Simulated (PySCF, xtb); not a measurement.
C9H6N4, SMILES C1=CC2=NC=NC3=NC=CC(=C1)N23.

GFN2-xTB (xtb) at its own geometry gives an orbital gap of 1.89 eV and a dipole moment of 5.00 D.

Coordinates come from a PBE0-D3(BJ)/def2-SVP optimisation.

Question: What does PBE/def2-SVP in PySCF give? (The exact figures need the calculation; the answer reports its results.)

Answer: gap 1.81 eV (levels -4.91 and -3.10 eV), dipole 4.51 D.
